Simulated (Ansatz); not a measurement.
Geometry optimisation, Ansatz, RKS B3LYP/def2-SVP.

input.yaml

```yaml
crystal:
  periodic: [false, false, false]
  atoms:
    - { symbol: C, position_ang: [-2.2215, 0.8546, 1.5329] }
    - { symbol: C, position_ang: [-1.3537, 0.189, 1.2115] }
    - { symbol: Si, position_ang: [0.0584, -0.9165, 0.7186] }
    - { symbol: C, position_ang: [0.8412, -0.452, -0.9693] }
    - { symbol: "N", position_ang: [1.2779, 0.9068, -1.0448] }
    - { symbol: H, position_ang: [-3.0856, 1.5423, 1.7999] }
    - { symbol: H, position_ang: [1.1839, -0.8322, 1.7704] }
    - { symbol: H, position_ang: [-0.3387, -2.312, 0.6926] }
    - { symbol: H, position_ang: [1.5856, -1.1323, -1.1757] }
    - { symbol: H, position_ang: [-0.0153, -0.5884, -1.6953] }
    - { symbol: H, position_ang: [0.4996, 1.5743, -0.8571] }
    - { symbol: H, position_ang: [1.6451, 1.1113, -1.9496] }
basis:
  gaussian: { orbitals: def2-SVP }
hamiltonian:
  xc: b3lyp
relax:
  f_tol: 0.015
  max_steps: 40
output:
  orbitals: {}
```

Command:

```bash
$ ansatz run input.yaml --threads 2 --pin off --max-ram 3072MiB --backend cpu --events-out ev --progress --plain --runs-dir out
```

Problem. Where does it end, and by what steps?

Solution. The forces met the threshold. After 7 steps the energy has fallen by 0.762 eV; H10 moved furthest, 0.14 Å. The start is strongly strained (largest force component 9 eV/Å).

```json
{"step": "0", "energy less start (eV)": "0.0000", "largest force component (eV/Å)": "9.267", "accepted": "yes"}
{"step": "1", "energy less start (eV)": "-0.7249", "largest force component (eV/Å)": "1.029", "accepted": "yes"}
{"step": "2", "energy less start (eV)": "-0.7561", "largest force component (eV/Å)": "0.284", "accepted": "yes"}
{"step": "3", "energy less start (eV)": "-0.7598", "largest force component (eV/Å)": "0.117", "accepted": "yes"}
{"step": "4", "energy less start (eV)": "-0.7607", "largest force component (eV/Å)": "0.090", "accepted": "yes"}
{"step": "5", "energy less start (eV)": "-0.7618", "largest force component (eV/Å)": "0.027", "accepted": "yes"}
{"step": "6", "energy less start (eV)": "-0.7619", "largest force component (eV/Å)": "0.018", "accepted": "yes"}
{"step": "7", "energy less start (eV)": "-0.7620", "largest force component (eV/Å)": "0.011", "accepted": "yes"}
```

```xyz
12
Properties=species:S:1:pos:R:3
C -2.192 0.920 1.483
C -1.277 0.168 1.198
Si 0.117 -0.949 0.732
C 0.767 -0.455 -0.980
N 1.214 0.936 -0.981
H -3.000 1.580 1.741
H 1.182 -0.835 1.766
H -0.392 -2.351 0.696
H 1.631 -1.115 -1.181
H 0.001 -0.717 -1.744
H 0.429 1.564 -0.806
H 1.598 1.199 -1.889
```

The run took 20 s on 2 threads of Arm Neoverse V2 (shared host), peak memory 0.23 GiB.
